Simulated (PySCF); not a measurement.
Cd(SiH3)(OSiH3) (CdH6OSi2), SMILES [SiH3][O][Cd][SiH3].

Geometry: B3LYP-D3(BJ)/def2-SVP. The structure was generated by enumeration; whether it is a known compound was not checked. The def2 effective core potentials stand for the cores of Cd; spin–orbit coupling is left out. The values are those of a single conformer.

These are C-PCM-M06-2X/def2-SVP (PySCF 2.14.0) values and carry that method's errors.

The values are the electrostatic part of the solvation free energy, E(continuum) − E(gas) at the gas-phase geometry, in a cavity of scaled van der Waals radii (PySCF's table); cavitation and dispersion terms are not included. A continuum can't describe solvent molecules that bind to the metal. In vacuum the orbital gap is 8.38 eV. The dipole moment in vacuum is 2.72 D.

```tsv
solvent	ε	ΔG(elec) (kcal/mol)	dipole (D)	gap (eV)
water	78.36	-11.9	2.70	8.65
cyclohexanone	15.62	-11.1	2.71	8.64
acetonitrile	35.69	-11.6	2.70	8.65
```
